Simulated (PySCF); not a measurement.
Species: Mo(NH2)4 (triplet state).
Structure used (PBE0-D3(BJ)/def2-SVP), in Å, numbered top down from 1:
```xyz
13
H8MoN4 angstrom
Mo     0.008    0.148    0.029
N     -0.435   -0.062    1.918
H     -0.574   -0.992    2.313
H     -0.097    0.556    2.654
N      1.677   -0.011   -0.976
H      2.472    0.611   -0.840
H      2.027   -0.926   -1.257
N     -0.677    1.910   -0.460
H     -0.514    2.308   -1.384
H     -1.558    2.275   -0.101
N     -0.531   -1.698   -0.429
H     -0.362   -2.078   -1.360
H     -1.406   -2.091   -0.085
```

Computed with PySCF 2.14.0, PBE0-D3(BJ)/def2-SVP geometry optimisation, gas phase, def2 core potentials past Kr.

**Question.** Which atoms are bound to Mo1, and at what distances?

**Answer.** 4 atoms: N2 1.952 Å, N8 1.953 Å, N5 1.954 Å, N11 1.977 Å. The nearest atom not counted as bound is H3, at 2.62 Å (others tie with it).

**Question.** List the angles at Mo1.

**Answer.** 
```
     angle  degrees  distance of the outer atoms (Å)
N8–Mo1–N11    133.6                             3.61
 N2–Mo1–N5    133.1                             3.58
 N2–Mo1–N8    105.1                             3.10
 N5–Mo1–N8    104.1                             3.08
N2–Mo1–N11     93.6                             2.86
N5–Mo1–N11     92.2                             2.83
```

**Question.** Describe the arrangement about Mo1 in numbers.

**Answer.** Angles from 92.2° to 133.6°; τ4 = (360° − α − β)/141° = 0.66 with α and β the two widest (0 for a square, 1 for a tetrahedron). The Mo–N distances aren't all alike: 1.952 to 1.977 Å.

**Question.** What are the other bond lengths?

**Answer.** N2–H3 1.019 Å; N2–H4 1.019 Å; N5–H6 1.019 Å; N5–H7 1.019 Å; N8–H9 1.019 Å; N8–H10 1.019 Å; N11–H12, N11–H13 1.019 Å.

Point group: near Cs, missed by 0.10 Å at most; the miss may be what the optimiser left on a soft mode. Charge 0, triplet. ⟨S²⟩ = 2.011 (exact for a triplet: 2.00). PBE0-D3(BJ)/def2-SVP frequencies: not computed here.

On one thread of an Arm Neoverse V1 (shared host), this took 4.0 min of wall time and 0.56 GiB of memory at its peak. These figures are those of the optimisation.
